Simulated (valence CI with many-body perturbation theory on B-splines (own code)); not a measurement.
**Sensitivity of CI+MBPT for Pt XXXVIII**

Computed by valence CI with perturbative core correlation (CI+MBPT): five valence electrons over a frozen Dirac-Fock core [Kr], radial functions for each j: 6 s, 6 p, 5 d, 5 f, 1 g, with the one-electron correlation potential Σ1 (screened to all orders), the two-electron term Σ2, the three-electron term Σ3, Breit, model QED; selected single and double excitations, second order for the rest, scaled by the run's own slope (own B-spline code, finite nucleus).

The last digits are not significant, and no measured levels were compared; by estimate large intervals hold to a few tenths of a per cent, small ones and those within an open d or f shell to about a per cent. Only levels of the ground parity were solved; by the run's estimate the other parity begins above the list, which can be wrong where configurations are misplaced.

The reference run has the lowest level (4d3/2^4 4d5/2) J=5/2 and an ionisation energy of 1681.12 eV. Its largest variational space holds 10000 state functions.

Levels are named by their leading jj configuration (3d3/2^4 stands for four electrons in 3d with j = 3/2), which in mixed levels can hold well under half, so a name can repeat and another be missing. Letters in brackets count levels of one name in rising energy.

Changed runs:
A. lowest core n in screening and Σ2 2 → 1
B. Breit term on → off; QED terms on → off; core polarisation of operators on → off
C. box radius (bohr) 3.9297 → 2.72; QED terms on → off
D. start configuration 4d5 → 5d5 (bad on purpose)

Excitation energies of the reference run in cm⁻¹, and shifts in cm⁻¹:

| Level | Reference | A | B | C |
| --- | --- | --- | --- | --- |
| (4d3/2^3 4d5/2^2) J=5/2 [a] | 145892 | -0.1 | +3060 | -486 |
| (4d3/2^3 4d5/2^2) J=7/2 [a] | 186139 | -0.1 | +3521 | -477 |
| (4d3/2^3 4d5/2^2) J=3/2 [a] | 190813 | -0.1 | +2867 | -479 |
| (4d3/2^3 4d5/2^2) J=11/2 | 194673 | -0.1 | +4677 | -479 |
| (4d3/2^3 4d5/2^2) J=9/2 | 208699 | -0.1 | +4068 | -488 |
| (4d3/2^3 4d5/2^2) J=5/2 [b] | 218672 | -0.2 | +3607 | -500 |
| (4d3/2^3 4d5/2^2) J=1/2 | 227689 | -0.2 | +3225 | -518 |
| (4d3/2^3 4d5/2^2) J=7/2 [b] | 234198 | -0.2 | +3614 | -484 |
| (4d3/2^3 4d5/2^2) J=3/2 [b] | 285801 | -0.2 | +3142 | -534 |
| (4d3/2^2 4d5/2^3) J=5/2 [a] | 330234 | -0.2 | +5945 | -948 |
| (4d3/2^2 4d5/2^3) J=7/2 [a] | 357527 | -0.2 | +6671 | -970 |
| (4d3/2^2 4d5/2^3) J=11/2 | 363147 | -0.2 | +7728 | -970 |
| Ionisation energy (eV) | 1681.12 | 0 | +0.56 | -0.043 |

Run D: It gave no result: the start configuration must fill the lowest shells above the core. The program said: "5d is not the lowest shell of its kind above the core".
